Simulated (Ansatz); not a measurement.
Match the barriers

Saddle point of BNH6Se, singlet (BNH₄ ([BH2][NH2]) + H₂Se → BH₃Se ([BH2][SeH]) + NH₃ (still joined by a long B–N bond); bonds formed: B1–Se6, N2–H5; bonds broken: H5–Se6; bonds weakened to dative contacts: B1–N2), PBE0-D4/def2-TZVP structure:

```
9
angstrom
B -0.6688 -0.4726 0.2416
N -0.1350 0.8830 0.6292
H -1.7534 -0.4880 -0.2612
H -0.2714 -1.4164 0.8567
H 0.5822 0.6248 -0.6496
Se 0.6859 -0.5798 -1.7612
H 0.4752 0.9398 1.4309
H -0.7712 1.6659 0.6020
H 1.8564 -1.1567 -1.0885
```

Program: Ansatz 0.2.0. Basis: def2-TZVPP, with def2-QZVPP for the basis limit. Cores are frozen in the correlated methods. Filled d shells of the heavier atoms are correlated. The def2 sets are not built for correlating such inner shells, so the correlated values are less sure here. Extrapolation: Hartree–Fock as exp(−7.88 √X), correlation as X^−2.97. Four methods, as single points on the PBE0-D4 structures, gave these electronic barriers from the start structure: 82.3, 92.8, 104.0, 165.1 kJ/mol.

**Question.** The methods were, in alphabetical order, BLYP-D4, CCSD(T), HF, PBE0-D4. Which gave which? (Judge from chemistry; the calculation decides.)

**Answer.** Computed: PBE0-D4 82.3; BLYP-D4 92.8; CCSD(T) 104.0; HF 165.1 kJ/mol. For comparison, CCSD(T) at an estimated basis limit (MP2 extrapolated from triple and quadruple zeta, plus CCSD(T) − MP2 in triple zeta) gives 100.9 kJ/mol.

No T1 diagnostic of these runs exceeds 0.012.

Labels in which every atom is bracketed show which atoms are joined, not bond orders.

For scale, one of the runs: CCSD(T)/def2-TZVPP, 194 basis functions, launched by `ansatz run in.yaml --threads 4 --pin off --events-out ev --progress --plain --max-ram 9574MiB`. Hardware: 4 CPU threads of an Arm Neoverse V2, shared host. Wall time 44 s; peak host memory 2.3 GiB.
